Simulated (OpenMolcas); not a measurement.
**Computed transition rates of Zr IV**

```
Program             : OpenMolcas
Method              : SS-RASPT2, IPEA 0.25 Eh, imaginary shift 0.1 Eh (closed shells correlated: 4s 4p)
Basis               : ANO-RCC-VTZP [7s6p4d2f1g]
Scalar Hamiltonian  : DKH2, point nucleus
Active space        : 1 electron in 9 orbitals (RAS2 4d 5s; RAS3 5p, at most 1 electron)
State averaging     : 2S+1 = 2 even, 6 roots; 2S+1 = 2 odd, 3 roots
Spin-orbit coupling : RASSI with atomic mean-field integrals over the reference wave functions, term energies averaged over their components
```

Rates come from the transition moments of the reference wave functions (E1 and E2 in the length form). At fixed line strength A goes as λ^-3 for E1 and M1 and as λ^-5 for E2, so a rate at the computed wavelength can be rescaled to the measured one. Measured vacuum wavelengths follow from level energies in the list in Rauch et al., Astron. Astrophys. 599, A142 (2017). Branching counts decays inside the model space alone, at computed energies, and the table is only a selection of the E2 and M1 lines, drawn from those between levels with measured partners whose computed energy lies within a factor of 1.5 of the measured one.

| Upper | Lower | Type | λ computed (nm) | λ measured (nm) | A computed (s-1) | A rescaled (s-1) | Branching % |
| --- | --- | --- | --- | --- | --- | --- | --- |
| 4d ²D_5/2 | 4d ²D_3/2 | M1 | 8197 | 7996 | 1.97e-02 | 2.12e-02 | 100.0 |
| 5s ²S_1/2 | 4d ²D_5/2 | E2 | 266.4 | 270.2 | 1.17e+02 | 1.09e+02 | 56.1 |
| 5s ²S_1/2 | 4d ²D_3/2 | E2 | 258.1 | 261.4 | 9.11e+01 | 8.55e+01 | 43.9 |

The largest correction is for 4d ²D_5/2 → 4d ²D_3/2 (M1): 1.97e-02 × (8197 / 7996)^3 = 2.12e-02 s-1, a factor of 1.08.

The computed rate and branching of 4d ²D_5/2 → 4d ²D_3/2 give the upper level a radiative lifetime of 1.000 / 1.97e-02 s-1 = 5.08e+01 s, counting decays inside the model space alone. The rescaled rate gives about 4.7e+01 s.

These are rates of the free ion; in crystals, glasses and complexes forced electric-dipole and non-radiative decay shorten such lifetimes by orders of magnitude. No measured rate stands beside these. Rescaling mends the energy factor alone: line strengths can still be far off where a level mixes with configurations outside the active space, and weak or spin-changing lines hang on small mixing coefficients that depend on the term gaps too, so rescaling need not improve them.

With one active electron, CASPT2 adds the correlation within the correlated inactive shells and between them and that electron, and leaves the splitting within a term as the reference gives it. Computed and measured levels are paired by configuration, term and J; levels that our copy of the source lacks, or whose pairing is in doubt (as where it misses far off the trend of its configuration), stay unpaired. Levels of configurations outside the active space are missing.
